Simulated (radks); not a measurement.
Initial-state core-level shifts of the holmium ion Ho+ when its valence configuration changes from [Xe] 4f11 6s1. All-electron calculation, scalar-relativistic Kohn-Sham, LDA (Slater exchange, Perdew-Wang correlation), spin-unpolarised, spherical densities, finite nucleus; Fermi nuclear charge, rms radius 5.2022 fm. Program: a radial shooting solver on a logarithmic mesh with Libxc functionals. Shifts are changes of the shell-averaged eigenvalues in eV (positive: less bound); the change of the density at the nucleus, which sets a Mossbauer isomer shift, is in e/bohr^3, on a base of 8.439e+05.

[
 {"valence": "4f9 6s1 6p2", "1s": "-21.915", "2s": "-23.238", "3p": "-24.866", "4p": "-23.621", "density at nucleus": "+101.67"},
 {"valence": "4f10 6s1 6p1", "1s": "-10.179", "2s": "-10.752", "3p": "-11.458", "4p": "-11.020", "density at nucleus": "+44.95"},
 {"valence": "4f10 5d1 6s1", "1s": "-6.616", "2s": "-7.104", "3p": "-7.876", "4p": "-7.409", "density at nucleus": "+35.61"},
 {"valence": "4f10.5 6s1.5", "1s": "-4.157", "2s": "-4.425", "3p": "-4.753", "4p": "-4.572", "density at nucleus": "+41.57"},
 {"valence": "4f10 5d1.5 6s0.5", "1s": "-5.650", "2s": "-6.098", "3p": "-6.891", "4p": "-6.412", "density at nucleus": "+11.49"},
 {"valence": "4f9.5 5d1 6s1 6p0.5", "1s": "-12.075", "2s": "-12.900", "3p": "-14.116", "4p": "-13.307", "density at nucleus": "+60.71"},
 {"valence": "4f9 5d2 6s1", "1s": "-14.147", "2s": "-15.251", "3p": "-17.018", "4p": "-15.764", "density at nucleus": "+78.04"},
 {"valence": "4f12", "1s": "+6.228", "2s": "+6.607", "3p": "+7.066", "4p": "+6.912", "density at nucleus": "-61.29"},
 {"valence": "4f11 5d1", "1s": "+1.509", "2s": "+1.571", "3p": "+1.526", "4p": "+1.561", "density at nucleus": "-41.03"}
]
